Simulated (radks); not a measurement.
Results of a calculation; reference values are marked as such.
Question: These are the eigenvalues of the occupied orbitals of an atom or ion with whole-number occupations (eV). Level of theory: Dirac Kohn-Sham, PBE, spin-unpolarised, spherical densities, point nucleus (a radial shooting solver on a logarithmic mesh with Libxc functionals).

orbital  eigenvalue
1s1/2     -61322.58
2s1/2     -13454.42
2p1/2     -13047.60
2p3/2     -12105.94
3s1/2     -5382.500
3p1/2     -5234.566
5s1/2     -1769.213

Which element is it, and in what charge state? The configuration may be excited. Open shells, if any, fill j = l - 1/2 first.

Answer: Z = 68, erbium, charge +53: Er53+ in [Ne] 3s2 3p2 5s1. The list shows which subshells hold electrons but not how many an open one holds; the 1s level, -2253.6 hartree, gives Z - s = 67.1 by -(Z - s)^2/2, which with screening and relativity narrows Z to a few neighbours, and the depths of the outer levels then fix element, charge and occupations together.
